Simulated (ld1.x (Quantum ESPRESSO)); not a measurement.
An all-electron radial function and its pseudo partner (zinc)

Columns: radius, all-electron u(r) and pseudo u(r) of the 3d shell (level -30.83 eV) of zinc in the configuration [Ne] 3s2 3p6 3d10 4s0 4p0; PBEsol, scalar-relativistic, PAW scheme, ld1.x (Quantum ESPRESSO) 7.5.

```
r (bohr)  all-electron  pseudo
   0.105        0.1372  0.0036
   0.210        0.4834  0.0277
   0.315        0.7890  0.0861
   0.420        0.9707  0.1822
   0.525        1.0410  0.3072
   0.630        1.0362  0.4430
   0.735        0.9889  0.5673
   0.840        0.9211  0.6601
   0.945        0.8455  0.7089
   1.050        0.7691  0.7126
   1.155        0.6954  0.6793
   1.260        0.6263  0.6242
   1.365        0.5624  0.5624
   1.470        0.5038  0.5038
   1.575        0.4505  0.4505
   1.680        0.4022  0.4022
   1.785        0.3586  0.3586
   1.890        0.3193  0.3193
   1.995        0.2840  0.2840
   2.100        0.2523  0.2523
   2.205        0.2240  0.2240
   2.310        0.1986  0.1986
   2.415        0.1760  0.1760
   2.520        0.1559  0.1559
   2.625        0.1379  0.1379
   2.730        0.1219  0.1219
```

How many radial nodes do the two functions have?

The all-electron 3d function has n − l − 1 = 0; the pseudo-wave has 0.

At about which radius was the pseudo-wave matched?

1.45 bohr, where the columns begin to agree (steps of 0.10 bohr).

Is the pseudo-wave norm-conserving?

No, it belongs to a PAW set: the norm inside the radius is not constrained, and the difference is carried by the augmentation charge.
